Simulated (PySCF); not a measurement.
# Fractional electron number in Ge²⁺ (germanium, charge +2)

The 4s beta orbital of [Ar] 3d10 4s2 is emptied in steps (occupation f), with all orbitals relaxed, ending at [Ar] 3d10 4s1. All numbers are calculated (PySCF 2.14, no relativity, point nucleus, in def2-TZVPPD (7s5p5d1f, 54 functions)). The exact energy is a straight line in f; departures are measured from the line between the end points of the same method.

```csv
f,UHF (eV),LDA (eV),PBE (eV),PBE0 (eV),r2SCAN (eV),LC-wPBE (eV),BHandHLYP (eV),B3LYP (eV)
1,0.000,0.000,0.000,0.000,0.000,0.000,0.000,0.000
0.9,0.021,-0.460,-0.458,-0.334,-0.396,-0.067,-0.232,-0.372
0.7,0.049,-1.071,-1.072,-0.781,-0.912,-0.155,-0.546,-0.871
0.5,0.056,-1.272,-1.280,-0.931,-1.074,-0.190,-0.657,-1.041
0.3,0.046,-1.064,-1.078,-0.783,-0.894,-0.172,-0.561,-0.880
0.1,0.019,-0.454,-0.461,-0.334,-0.380,-0.079,-0.247,-0.380
0,0.000,0.000,0.000,0.000,0.000,0.000,0.000,0.000
```

Question: For PBE, how does the orbital energy at f = 1 compare with the removal energy?

Answer: −ε = 28.779 eV against a total-energy difference of 33.863 eV. By Janak's theorem ε = ∂E/∂f, so the gap between them reflects the curvature. Along the path −ε is 29.785 (f = 0.9), 31.806 (f = 0.7), 33.843 (f = 0.5), 35.905 (f = 0.3), 37.985 (f = 0.1) eV.

```tsv
method	E(f=0) − E(f=1) (eV)	−ε at f=1 (eV)	−ε at f=0.5 (eV)
UHF	31.715	31.955	31.708
LDA	34.258	29.151	34.277
PBE	33.863	28.779	33.843
PBE0	33.511	29.799	33.505
r2SCAN	33.490	29.066	33.541
LC-wPBE	33.506	32.755	33.456
BHandHLYP	33.442	30.870	33.400
B3LYP	33.956	29.827	33.931
```

Reference removal energy between the ground levels: 34.058 eV (measured; NIST Atomic Spectra Database, ionization energies). UHF lacks correlation.
